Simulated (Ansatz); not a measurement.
Basis-set extrapolation for CCl₃NOSi (`O=C=N[Si](Cl)(Cl)Cl`) (PBE0-D4/def2-TZVP geometry, frozen core, Ansatz). Multiplicity 1, RHF reference.

```tsv
	def2-TZVPP	def2-QZVPP
HF	-1834.954820	-1835.009044
MP2 correlation	-1.231788	-1.342409
CCSD(T) correlation	-1.330227	not run
```

Energies in hartree. Use E(X) = E(∞) + A·exp(−7.88·√X) for Hartree–Fock and E(X) = E(∞) + B·X^(−2.97) for correlation, with X = 3 and 4, and add CCSD(T) minus MP2 of the smaller set to the MP2 limit.

Task: What is the CCSD(T) energy at the basis-set limit?

Result: HF limit: -1835.009044 + (-0.054224) × 0.13774 = -1835.01651. MP2 limit: -1.342409 + (-0.110621) × 0.74074 = -1.42435. Higher-order term: -1.330227 − (-1.231788) = -0.09844. Total: -1836.53930 hartree, 667.5 kJ/mol below CCSD(T)/def2-TZVPP.
